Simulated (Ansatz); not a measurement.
Mulliken charges of BrCdH2N, SMILES `[NH2][Cd][Br]` from B3LYP/def2-TZVPP in Ansatz (PBE0-D4/def2-TZVP geometry).

| atom | x (Å) | y (Å) | z (Å) | charge (e) |
| --- | --- | --- | --- | --- |
| N1 | -0.321 | 1.005 | -0.416 | -0.560 |
| Cd2 | 0.498 | -0.730 | 0.189 | 0.675 |
| Br3 | 1.654 | -2.746 | 0.821 | -0.383 |
| H4 | -1.129 | 0.846 | -1.008 | 0.134 |
| H5 | -0.652 | 1.552 | 0.372 | 0.134 |

Task: By hand: the dipole of these point charges (1 e Å = 4.8032 D).

Result: Σ q r = (-0.356, 0.317, -0.039) e Å, of length 0.478 e Å = 2.30 D.

Task: How does the dipole of the full density compare? (Estimate.)

Result: The calculation gave: (-0.413, 0.300, -0.011) e Å, 2.45 D; the point charges give 0.94 times that, at 7° from its direction.

Point charges leave out the atoms' own dipoles, such as those of lone pairs, and Mulliken's split depends on the basis, so the close match here is no proof of good charges.

B3LYP here is the variant with VWN-RPA as its local correlation; programs differ in this.
